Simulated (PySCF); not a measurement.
Zn(Me)2 (C2H6Zn), SMILES [Zn]([CH3])[CH3].

Geometry optimised at B3LYP-D3(BJ)/def2-SVP. The isomer is the one that the SMILES or the coordinates give; other isomers of the formula were not compared.

Computed with PySCF with PBE/def2-TZVPD.

Symmetry labels are those of the subgroup C2 that the program uses (full group D3).

Computed valence orbital energies around the gap with their symmetry:
```
orbital  symmetry  energy (eV)
-------  --------  -----------
HOMO−7          B       -11.12
HOMO−6          A       -11.12
HOMO−5          A        -9.21
HOMO−4          B        -9.21
HOMO−3          B        -8.86
HOMO−2          A        -8.86
HOMO−1          A        -7.60
HOMO            B        -6.04
LUMO            A        -0.65
LUMO+1          B        -0.63
LUMO+2          A        -0.63
LUMO+3          B         0.04
```
